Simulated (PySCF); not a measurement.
Computed shifts of a molecule C2H6O3Si, B3LYP/pcSseg-1 (PySCF), GIAO, gas phase, equivalent atoms averaged, in ppm (number of nuclei): ²⁹Si: -26.8 (1). ¹³C: 181.0 (1), 25.6 (1). ¹H: 5.45 (1), 5.20 (1), 2.33 (3), 2.00 (1). References: ²⁹Si against TMS (σ = 338.7 ppm); ¹⁷O against H2O (σ = 333.8 ppm); ¹³C against TMS (σ = 181.3 ppm); ¹H against TMS (σ = 31.68 ppm), references at their B3LYP-D3(BJ)/def2-TZVP geometries, non-relativistic. The structure is a stationary point at B3LYP-D3(BJ)/def2-SVP. Other conformers were not sampled.

Q: Identify the compound among the candidates.
A) C[Si](O)(O)C=O
B) CC(=O)O[SiH2]O
C) CO[SiH]1OCO1
D) O[SiH]1OCCO1

A: B, CC(=O)O[SiH2]O
